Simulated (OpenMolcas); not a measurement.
F2+: effect of the basis set

| Quantity | Value |
| --- | --- |
| Program | OpenMolcas 26.06 |
| Method | CASSCF |
| Active space | 5 electrons in 4 orbitals (2s 2p) |
| State averaging | 2S+1 = 4 odd, 1 root; 2S+1 = 2 odd, 8 roots; 2S+1 = 4 even, 3 roots; 2S+1 = 2 even, 9 roots |
| Spin-orbit coupling | state interaction with AMFI integrals over the reference wave functions, term energies averaged over their components |

A. ANO-R1 [3s2p1d], X2C, finite nucleus; cost roughly 9 core-seconds
B. ANO-L-VTZP [4s3p2d1f], non-relativistic, point nucleus; cost about 8 core-seconds
C. ANO-RCC-VTZP [4s3p2d1f], DKH2, point nucleus; cost of the order of 6 core-seconds
D. ANO-R3 [4s4p2d1f], X2C, finite nucleus; cost of the order of 7 core-seconds
E. ANO-R2 [4s4p2d1f], X2C, finite nucleus; cost of the order of 9 core-seconds
F. ANO-RCC-VQZP [5s4p3d2f1g], DKH2, point nucleus; cost of the order of 17 core-seconds

Energies in cm⁻¹ above 2s² 2p³ ⁴S°_3/2, the measured ground level; measured values from Moore, Atomic Energy Levels, vol. I, NSRDS-NBS 35 (1971 reprint of NBS Circular 467, 1949).

```json
{"Level": "2s² 2p³ ⁴S°_3/2", "A": "0.0", "B": "0.0", "C": "0.0", "D": "0.0", "E": "0.0", "F": "0.0", "Measured": "0.0"}
{"Level": "2s² 2p³ ²D°_3/2", "A": "38008", "B": "37619", "C": "37605", "D": "37868", "E": "37868", "F": "37935", "Measured": ""}
{"Level": "2s² 2p³ ²D°_5/2", "A": "38020", "B": "37631", "C": "37617", "D": "37880", "E": "37880", "F": "37947", "Measured": ""}
{"Level": "2s² 2p³ ²P°_3/2", "A": "52675", "B": "51649", "C": "51668", "D": "51984", "E": "51984", "F": "52050", "Measured": ""}
{"Level": "2s² 2p³ ²P°_1/2", "A": "52676", "B": "51650", "C": "51669", "D": "51985", "E": "51985", "F": "52052", "Measured": ""}
{"Level": "2s 2p⁴ ⁴P_5/2", "A": "153288", "B": "152273", "C": "153219", "D": "153062", "E": "153062", "F": "153105", "Measured": "151898"}
{"Level": "2s 2p⁴ ⁴P_3/2", "A": "153600", "B": "152582", "C": "153530", "D": "153364", "E": "153364", "F": "153408", "Measured": "152235"}
{"Level": "2s 2p⁴ ⁴P_1/2", "A": "153785", "B": "152766", "C": "153715", "D": "153544", "E": "153544", "F": "153588", "Measured": "152410"}
{"Level": "2s 2p⁴ ²D_3/2", "A": "221768", "B": "221741", "C": "222677", "D": "222873", "E": "222873", "F": "223097", "Measured": "210256"}
{"Level": "2s 2p⁴ ²D_5/2", "A": "221769", "B": "221742", "C": "222678", "D": "222875", "E": "222875", "F": "223099", "Measured": "210240"}
{"Level": "2s 2p⁴ ²S_1/2", "A": "258706", "B": "258471", "C": "259374", "D": "259730", "E": "259730", "F": "260013", "Measured": "248260"}
{"Level": "2s 2p⁴ ²P_3/2", "A": "283577", "B": "285239", "C": "286254", "D": "286540", "E": "286540", "F": "286968", "Measured": "266559"}
{"Level": "2s 2p⁴ ²P_1/2", "A": "283946", "B": "285606", "C": "286624", "D": "286904", "E": "286904", "F": "287332", "Measured": "266943"}
```

Deviations, from unrounded energies. A percentage is the sum of absolute deviations over the sum of measured energies, with the sign that they share, or ± where signs differ.

```tsv
Against measurement	Levels	A	B	C	D	E	F
mean absolute deviation (cm-1)	8	9000	9000	9900	10000	10000	10000
other configurations (%)	8	+4.3	+4.3	+4.8	+4.8	+4.8	+4.9
```

A, B lie about equally close to measurement and F furthest from it. The largest miss of B in the table is 2s 2p⁴ ²P_3/2, by +19000 cm-1. The ranking rests on the paired levels alone, and a cruder setting can come out closer through cancelling errors.

Among A to F the level of the table that moves most is 2s 2p⁴ ²P_3/2, by 3400 cm-1 (lowest in A, highest in F).

Measured partners are found by configuration, term and J. A level has none where our copy of the source lacks it or the pairing is in doubt (some pairs that miss far off the trend of their configuration count as doubtful), and it then counts in no deviation. Only configurations of the active space appear.

° marks odd parity.
